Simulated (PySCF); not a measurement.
## Energy of Nd(2+) (neodymium, charge +2) between two integer charges

The 4f alpha orbital of [Xe] 4f4 is emptied in steps (occupation f), with all orbitals relaxed, ending at [Xe] 4f3. Calculation: PySCF 2.14, in def2-TZVP with the def2 core potential (28 electrons) (10s7p5d4f1g, 93 functions); scalar relativity through the core potential. The exact energy is a straight line in f; departures are measured from the line between the end points of the same method.

**Question.** Among BHandHLYP, wB97X, r2SCAN0, which shows the largest delocalisation error (convex curve), and which is closest to linear?

**Answer.** Most convex: r2SCAN0 (-1.129 eV at f = 0.5); closest to linear: BHandHLYP (-0.482 eV).

| f | BHandHLYP (eV) | wB97X (eV) | r2SCAN0 (eV) |
| --- | --- | --- | --- |
| 1 | 0.000 | 0.000 | 0.000 |
| 0.75 | -0.355 | -0.453 | -0.843 |
| 0.5 | -0.482 | -0.615 | -1.129 |
| 0.25 | -0.366 | -0.470 | -0.848 |
| 0 | 0.000 | 0.000 | 0.000 |

| method | E(f=0) − E(f=1) (eV) | −ε at f=1 (eV) | −ε at f=0.5 (eV) |
| --- | --- | --- | --- |
| BHandHLYP | 22.077 | 20.222 | 22.049 |
| wB97X | 22.828 | 20.468 | 22.782 |
| r2SCAN0 | 22.423 | 17.953 | 22.409 |

Reference removal energy between the ground levels: 22.09 ± 0.04 eV (semi-empirical (NIST evaluation); NIST Atomic Spectra Database, ionization energies). The calculation has no spin-orbit coupling. The determinant left behind need not be the lowest term of the ion.
